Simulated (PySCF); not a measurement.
## Radial density of Cd⁺ (cadmium, charge +1)

M06-2X, [Kr] 4d10 5p1, 2P determinant (an excited configuration). All numbers are calculated (PySCF 2.14, a scalar-relativistic core potential, in aug-cc-pVDZ-PP with ECP28MDF (5s5p4d2f, 54 functions)). This is the valence pseudo-density: the core potential removes the inner electrons and smooths the orbitals near the nucleus.

| r (bohr) | 4πr²ρ (e/bohr) | 4πr²(ρα − ρβ) |
| --- | --- | --- |
| 0.0180 | 1.795e-05 | 0.0000 |
| 0.0303 | 4.492e-05 | 0.0000 |
| 0.0509 | 0.0001075 | 0.0000 |
| 0.0856 | 0.0004834 | 0.0000 |
| 0.144 | 0.005782 | 0.0000 |
| 0.242 | 0.09245 | 0.0003 |
| 0.408 | 1.962 | 0.0073 |
| 0.686 | 16.16 | 0.0553 |
| 1.15 | 14.87 | 0.0129 |
| 1.94 | 2.823 | 0.1854 |
| 3.26 | 0.4867 | 0.3447 |
| 5.49 | 0.06767 | 0.0673 |
| 9.23 | 0.001114 | 0.0011 |

Energies and moments cover only the electrons outside the core potential.
